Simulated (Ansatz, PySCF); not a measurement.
Noncovalent pair: H2 (SMILES [H][H]) (first 2 atoms) with CH3NO (SMILES NC=O); geometry from B3LYP-D3(BJ)/def2-TZVP.
(charge 0, multiplicity 1):
```xyz
8

H     -0.31464    -0.21505     0.47387
H      0.00559    -0.00640    -0.16754
N      0.97303     0.69629     3.30529
C     -0.10162    -0.01667     3.72156
O     -0.89304    -0.56938     2.99126
H      1.15304     0.79253     2.31899
H      1.59399     1.13314     3.96287
H     -0.18780    -0.04553     4.82310
```

Basis-set superposition error: the interaction energy with monomers in their own basis, and in the dimer's basis (counterpoise).

Run with Ansatz (Gaussian basis) for Hartree–Fock, density functionals and correlated methods; PySCF for 6-31G* rows, M06-2X. Values without a source in brackets are computed.

```csv
level,uncorrected (meV),counterpoise (meV),difference
SVWN5/def2-TZVPPD,-89.1,-88.2,1.0
PBE/def2-TZVPPD,-36.2,-35.5,0.7
BLYP/def2-TZVPPD,-2.1,-1.3,0.8
B3LYP/6-31G*,-59.0,-8.7,50.3
BHLYP/def2-TZVPPD,-29.7,-29.1,0.6
M06-2X/def2-TZVPPD,-41.6,-41.1,0.5
wB97M-V/def2-TZVPPD,-41.0,-39.8,1.2
MP2/6-31G*,-53.8,-0.3,53.5
SCS-MP2/aug-cc-pVQZ,-34.6,-31.2,3.4
CCSD(T)/aug-cc-pVDZ,-47.6,-31.4,16.1
```

The error is largest for MP2/6-31G* (53.5 meV) and smallest for M06-2X/def2-TZVPPD (0.5 meV).

Ansatz is an electronic-structure program.
